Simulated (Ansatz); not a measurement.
`[OH][Al]([Cl])[O][SiH3]` + H₂O → `[OH][Al]([OH])[Cl]` + `O[SiH3]`  (formal hydrolysis of the Al–O bond)

Program: Ansatz. Geometries: PBE0-D4/def2-TZVP. ΔE: electronic, gas phase. CCSD(T)/CBS is the MP2 limit (def2-TZVPP, def2-QZVPP) plus CCSD(T) − MP2 in def2-TZVPP, frozen cores. This one scheme is used for every species. Functionals use def2-TZVPP. Each species was taken in one conformer, which may not be the lowest.

| level | ΔE (kJ/mol) |
| --- | --- |
| PBE-D4 | 17.1 |
| ωB97X-V | 21.1 |
| PBE0 | 18.2 |
| r2SCANh | 19.6 |

Q: What does CCSD(T)/CBS give? (Best estimate.)

A: Ansatz gave: +25.7 kJ/mol. The listed levels differ from it by -8.6, -4.6, -7.5, -6.1 kJ/mol.

Largest T1 diagnostic among the species: 0.011.

From PBE to PBE0 (25 % exact exchange), in def2-TZVPP and without D4, ΔE moves by +4.3 kJ/mol. Leaving LDA and LC-ωPBE aside and taking each functional with its dispersion term where it has one, the values, not all of them listed here, spread over 10.9 kJ/mol, from PBE-D4 to BHLYP-D4.
